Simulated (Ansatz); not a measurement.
```xyz
2

Cr    0.0000    0.0000    0.0000
C     0.0000    0.0000    1.6300
```

Basis set: pcseg-2. Charge 0. Computed with Ansatz (development build ahead of 0.2.0); the lowest solution found for each multiplicity.

How do the multiplicities compare at this shape? Give, from the lowest of each method, PBE (restricted) for 1, 3.

```csv
method,multiplicity,E (eV),<S²>
"PBE, restricted",1,1.040,0.00
"PBE, restricted",3,0.000,2.00
```

Caution for PBE, restricted: an unrestricted determinant lies well below.
